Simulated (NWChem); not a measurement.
System meant: CrO$_{2}$BrCl; SMILES [O]=[Cr](=[O])([Cl])[Br]

Input file for NWChem:

```
start job
memory heap 200 mb stack 900 mb global 1100 mb
geometry units angstroms noautoz
  Cr     0.395653     0.513143     0.000000
  O      1.258534     0.780222     1.268104
  O      1.258534     0.780222    -1.268104
  Cl    -1.286092     1.820185     0.000000
  Br    -0.263228    -1.670115     0.000000
end
basis spherical
  Cr library def2-svp
  O library def2-svp
  Cl library def2-svp
  Br library def2-svp
end
dft
  xc pbe0
  iterations 4
  mulliken
end
task dft energy
```

End of the output:

```
    Atom       Charge   Shell Charges
 -----------   ------   -------------------------------------------------------
    1 Cr  24    24.48   2.00  2.00  1.90  0.31  0.10  5.99  5.85  1.16  3.28  1.85  0.03
    2 O    8     7.98   1.98  1.00  0.69  2.58  1.72  0.02
    3 O    8     7.98   1.98  1.00  0.69  2.58  1.72  0.02
    4 Cl  17    16.80   2.00  1.96  1.04  0.78  5.82  2.19  2.99  0.02
    5 Br  35    34.76   2.00  2.00  1.96  1.13  0.72  5.99  5.81  2.38  2.75  7.84  2.04  0.15

 center of mass
 --------------
 x =  -0.02222037 y =  -0.11691768 z =   0.00000000

 moments of inertia (a.u.)
 ------------------
        1506.276193889510           0.000000000000           0.000000000000
           0.000000000000         619.124025172364           0.000000000000
           0.000000000000           0.000000000000        1757.991711422607

     Multipole analysis of the density
     ---------------------------------

     L   x y z        total         alpha         beta         nuclear
     -   - - -        -----         -----         ----         -------
     0   0 0 0     -0.000000    -46.000000    -46.000000     92.000000

     1   1 0 0     -0.557949     -0.278975     -0.278975      0.000000
     1   0 1 0     -0.469561     -0.234780     -0.234780      0.000000
     1   0 0 1     -0.000000     -0.000000     -0.000000      0.000000

     2   2 0 0    -41.547252   -127.024164   -127.024164    212.501076
     2   1 1 0     -0.632339      2.425484      2.425484     -5.483308
     2   1 0 1     -0.000000     -0.000000     -0.000000      0.000000
     2   0 2 0    -38.247720   -322.737378   -322.737378    607.227036
     2   0 1 1     -0.000000     -0.000000     -0.000000      0.000000
     2   0 0 2    -42.727552    -67.304454    -67.304454     91.881357

 ------------------------------------------------------------------------
 dft energy failed                                                                                  0
 ------------------------------------------------------------------------
 ------------------------------------------------------------------------
  current input line :
    21: task dft energy
 ------------------------------------------------------------------------
 ------------------------------------------------------------------------
 This type of error is most commonly associated with calculations not reaching convergence criteria
 ------------------------------------------------------------------------
 For more information see the NWChem manual at https://nwchemgit.github.io

0:dft energy failed:Received an Error in Communication
```

Question: Find the fault in this run and fix the input.

Answer: The run did not converge; its last values are not results. Cause: the SCF was allowed too few iterations. This input runs:
```
start job
memory heap 200 mb stack 900 mb global 1100 mb
geometry units angstroms noautoz
  Cr     0.395653     0.513143     0.000000
  O      1.258534     0.780222     1.268104
  O      1.258534     0.780222    -1.268104
  Cl    -1.286092     1.820185     0.000000
  Br    -0.263228    -1.670115     0.000000
end
basis spherical
  * library def2-svp
end
dft
  xc pbe0
  iterations 150
  mulliken
end
task dft energy
```
It converges to -4227.80154 Ha (PBE0/def2-SVP).
